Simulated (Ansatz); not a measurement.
Reactions of C$_{2}$H$_{7}$GaSi (`[SiH3]C=[CH][GaH2]`).

Isolated molecules relaxed with PBE0-D4/def2-TZVP in Ansatz; ΔE leaves out vibrations. CBS: MP2 limit from def2 TZ/QZ plus the TZ coupled-cluster correction, frozen cores. This one scheme is used for every species. Double bonds are as drawn, so ΔE can hold a change between cis and trans. DFT in def2-TZVPP. For Br, Ga, Se outer-core shells are correlated without core-valence functions, which leaves a few kJ/mol of doubt a bond. Scalar relativity is left out up to krypton. One conformer a species, not always the lowest.

| reaction | B2PLYP (kJ/mol) | CCSD(T)/CBS(def2) (kJ/mol) |
| --- | --- | --- |
| `[SiH3]/C=[CH]\[GaH2]` → `C=[CH][GaH2]` + `[SiH2]` | 223 | 234 |
| `[SiH3]/C=[CH]\[GaH2]` + `CCO[SiH2]C` → `CC[O][GaH2]` + `C[SiH2]/C=C/[SiH3]` | 20 | 28 |
| `[SiH3]/C=[CH]\[GaH2]` + HBr → `[SiH3]/C=C/Br` + `[GaH3]` | 35 | 48 |
| `[SiH3]/C=[CH]\[GaH2]` + H₂S → `[SH][GaH2]` + `C=C[SiH3]` | -116 | -106 |
| `[SiH3]/C=[CH]\[GaH2]` + `C[SeH]` → `C[Se][GaH2]` + `C=C[SiH3]` | -125 | -119 |

Largest T1 diagnostic: 0.014, for `CC[O][GaH2]`.
